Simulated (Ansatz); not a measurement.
Basis sets compared for GaCl2H (GaHCl2). Charge 0, multiplicity 1. Geometry PBE-D4/def2-TZVP. Ansatz on 4 threads of Arm Neoverse V1 on a shared host; times are rough, and most runs start from earlier orbitals.

Cartesian coordinates in Å:
```
Ga -0.017 0.158 -0.100
Cl -0.876 -1.703 -0.731
Cl 1.055 0.078 1.756
H -0.161 1.467 -0.926
```

Binding counts from free atoms (Ga doublet, Cl doublet, H doublet) in the same basis, without a counterpoise term.

```csv
level,functions,energy (Eh),HOMO (eV),LUMO (eV),binding per atom (eV),wall time
PBE-D4/def2-SVP,73,-2844.7532,-7.54,-2.37,2.67,0.5 s
PBE-D4/def2-TZVP,128,-2845.3219,-7.73,-2.54,2.66,0.8 s
r2SCAN-D4/def2-TZVP,128,-2845.9201,-8.10,-2.30,2.70,2.1 s
PBE0-D4/def2-SVP,73,-2844.8725,-9.00,-1.63,2.65,0.7 s
PBE0-D4/def2-TZVP,128,-2845.4367,-9.15,-1.77,2.64,1.6 s
```

Question: Estimate the rows for PBE-D4/def2-TZVPD, r2SCAN-D4/def2-TZVPD, PBE0-D4/def2-TZVPD.

Answer: 
| level | functions | energy (Eh) | HOMO (eV) | LUMO (eV) | binding per atom (eV) | wall time |
| --- | --- | --- | --- | --- | --- | --- |
| PBE-D4/def2-TZVPD | 155 | -2845.3237 | -7.79 | -2.61 | 2.65 | 1.1 s |
| r2SCAN-D4/def2-TZVPD | 155 | -2845.9213 | -8.13 | -2.34 | 2.70 | 2.8 s |
| PBE0-D4/def2-TZVPD | 155 | -2845.4380 | -9.18 | -1.82 | 2.64 | 1.8 s |
